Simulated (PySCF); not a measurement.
Computed properties of CH6ClFSi2, SMILES C[Si@@](F)([SiH3])Cl

CH6ClFSi2, SMILES C[Si@@](F)([SiH3])Cl. Coordinates come from a B3LYP-D3(BJ)/def2-SVP optimisation. The structure was generated by enumeration; whether it is a known compound was not checked. The values are those of a single conformer. All values are computed for the isolated molecule unless a solvent is named; none is compared with measurement here.

**Structure.** All 27 harmonic modes at B3LYP-D3(BJ)/def2-SVP (PySCF) are real, so it is a minimum. With heavy atoms numbered as in [CH3:1][Si@@:2]([F:3])([SiH3:4])[Cl:5], the shortest bond between them is Si2–F3 at 1.632 Å and the longest Si2–Si4 at 2.342 Å.

**Vibrations.** The strongest infrared lines (harmonic, unscaled, degenerate partners summed) lie at 795 cm⁻¹ (164 km/mol, H 71 %, C 19 %, Si 10 %), 878 cm⁻¹ (162 km/mol, H 62 %, Si 22 %, F 14 %), 2221 cm⁻¹ (84 km/mol, H 96 %). The softest mode is at 105 cm⁻¹ and the zero-point energy is 41.8 kcal/mol.

**Electronic structure.** r2SCAN/def2-TZVP (PySCF) places the frontier levels at -7.28 and -0.86 eV, a gap of 6.42 eV, and gives a dipole moment of 2.13 D and a mean polarisability of 78.1 bohr³. PBE/def2-TZVP (PySCF) at the same geometry gives -6.99 and -1.13 eV, so its gap is 0.56 eV narrower. An orbital gap is neither the optical nor the fundamental gap.

**Excitations.** TDDFT-B3LYP/def2-SVPD (PySCF) has S1 at 6.69 eV (185 nm, f = 0.026, weak); the most intense of the 10 singlets computed lies at 7.70 eV (f = 0.18). T1 (TDA) is at 5.98 eV. TDDFT-PBE/def2-SVPD (PySCF) puts S1 at 6.22 eV. No vertical singlet excitation falls in the visible range (under 3.1 eV).

**NMR.** GIAO shifts at B3LYP/pcSseg-1 (PySCF) (non-relativistic, atoms alike by connectivity averaged): ¹³C at 9.6 ppm against TMS; ¹H from 1.0 to 3.7 ppm against TMS; ²⁹Si from -106.3 to 51.1 ppm against TMS; ¹⁹F at -154.7 ppm against CFCl3. Without spin–orbit terms, shifts of atoms bonded to Cl or Br come out too high.

**Solvation.** SMD-B3LYP/6-31G* (PySCF) gives 0.7 kcal/mol in water, -3.7 kcal/mol in chloroform, -3.1 kcal/mol in N,N-dimethylformamide (1 M in both phases, gas-phase geometry); of these solvents chloroform holds the molecule best.
